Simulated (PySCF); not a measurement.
Simulation results for C₂H₆BN, CH₃B₂O, CH₆AlO

Computed with PySCF 2.14.0. Calculation on a computer-drawn molecule: the log of a Hartree-Fock and frozen-core CCSD(T) single point meant for a local Hartree-Fock minimum, with one planted fault or none, to be diagnosed. Offsets are logged minus clean, where the clean run is the same molecule without the fault. The reference is restricted for singlets and unrestricted otherwise, and also for a bond in bohr or an excited solution. Adding or removing an electron swaps singlet and doublet. The excited solution moves the top pair (singlet) or top alpha electron (doublet) to the lowest empty orbital. Highest occupied and lowest empty are orbital energies over both spins, largest force is the largest gradient component, triples share is (T) over the correlation energy, the T1 limit is 0.02 restricted and 0.045 unrestricted, electrons count all cores, a negative frequency is imaginary (commonest isotopes), and the dipole is about the centre of nuclear charge.

Common to all runs: logged SCF converged yes; possible faults no fault, one electron removed, one electron added, multiplicity raised by two, geometry at a saddle point, SCF held on an excited solution, minimal basis STO-3G, one bond length entered in bohr, all coordinates scaled.

(1) C₂H₆BN

Logged structure:
```xyz
10
C2H6BN
B     -0.5222    -1.1635    -0.0297
N      0.0273    -0.0768     0.1097
C      0.6612     1.1815     0.2587
C      0.6844     1.9790    -1.0402
H     -1.0477    -2.2035    -0.1605
H      1.6840     1.0296     0.6133
H      0.1442     1.7559     1.0317
H      1.2238     1.4340    -1.8171
H      1.1789     2.9409    -0.8843
H     -0.3307     2.1649    -1.3961
```

| Property | Result |
| --- | --- |
| meant charge | 0 |
| meant multiplicity | 1 |
| meant basis | cc-pVDZ |
| logged electrons | 31 |
| logged basis functions | 86 |
| logged spin squared | 0.7598 |
| logged highest occupied | 3.4408 eV |
| logged lowest empty | 9.2227 eV |
| logged largest force | 0.1294 hartree/bohr |
| logged T1 diagnostic | 0.058909 |
| logged D1 diagnostic | 0.39005 |
| logged triples share | 0.032988 |
| logged CC converged | yes |
| logged dipole magnitude | 6.7261 debye |
| logged SCF stable within its kind | yes |
| logged energy HF | -158.22381 hartree |
| logged energy CCSD(T) | -158.83295 hartree |
| planted fault | one electron added |
| HF energy offset from clean run | 95.03 kcal/mol |
| CCSD(T) energy offset from clean run | 84.86 kcal/mol |

Drawn bonds:
```
atom  other atom  order
   1           2      2
   2           3      1
   3           4      1
   1           5      1
   3           6      1
   3           7      1
   4           8      1
   4           9      1
   4          10      1
```

Notes: T1 above single-reference limit; highest electron not bound in this basis.

(2) CH₃B₂O

Logged structure:
```xyz
7
CH3B2O
B     -1.1253     1.5882     0.8988
C     -0.5245     0.6639    -0.2050
B     -1.3541    -0.1947    -1.1584
O     -1.9961    -0.8652    -1.9031
H     -2.3115     1.6591     1.0428
H     -0.3962     2.2264     1.6015
H      0.5528     0.6026    -0.3317
```

| Property | Result |
| --- | --- |
| meant charge | 0 |
| meant multiplicity | 2 |
| meant basis | cc-pVDZ |
| logged electrons | 27 |
| logged basis functions | 71 |
| logged spin squared | 0.759 |
| logged highest occupied | -4.665 eV |
| logged lowest empty | -4.0652 eV |
| logged largest force | 0.079709 hartree/bohr |
| logged dipole magnitude | 3.9556 debye |
| logged SCF stable within its kind | no |
| logged energy HF | -163.62458 hartree |
| planted fault | SCF held on an excited solution |
| HF energy offset from clean run | 153.3 kcal/mol |

Drawn bonds:
```
atom  other atom  order
   1           2      1
   2           3      1
   3           4      2
   1           5      1
   1           6      1
   2           7      1
```

Notes: coupled-cluster numbers left out as unreliable.

(3) CH₆AlO

Logged structure:
```xyz
9
CH6AlO
O     -0.6639     0.6922     0.8890
C     -0.3618    -0.7108     1.0651
Al     1.6388    -1.1453     1.0977
H     -1.5976     0.8109     0.8864
H     -0.8507    -1.2787     0.2570
H     -0.8300    -1.0553     2.0015
H      2.3532    -0.7352    -0.3239
H      2.3839    -0.3909     2.3528
H      1.7092    -2.7835     1.3077
```

| Property | Result |
| --- | --- |
| meant charge | -1 |
| meant multiplicity | 1 |
| meant basis | aug-cc-pV(D+d)Z |
| logged electrons | 34 |
| logged basis functions | 132 |
| logged spin squared | 2.0087 |
| logged highest occupied | 0.17569 eV |
| logged lowest empty | 1.6829 eV |
| logged largest force | 0.12967 hartree/bohr |
| logged T1 diagnostic | 0.028726 |
| logged D1 diagnostic | 0.11845 |
| logged triples share | 0.029941 |
| logged CC converged | yes |
| logged dipole magnitude | 7.3008 debye |
| logged SCF stable within its kind | yes |
| logged energy HF | -358.00226 hartree |
| logged energy CCSD(T) | -358.49577 hartree |

Drawn bonds:
```
atom  other atom  order
   1           2      1
   2           3      1
   1           4      1
   2           5      1
   2           6      1
   3           7      1
   3           8      1
   3           9      1
```

Notes: highest electron not bound in this basis.

## Withheld values
1. Which fault was planted in the run of CH₆AlO (entry 3)?

## Answers
1. multiplicity raised by two

Further results for CH₆AlO (entry 3):

| Item | Value |
| --- | --- |
| HF energy offset from clean run | 89.01 kcal/mol |
| CCSD(T) energy offset from clean run | 102.9 kcal/mol |
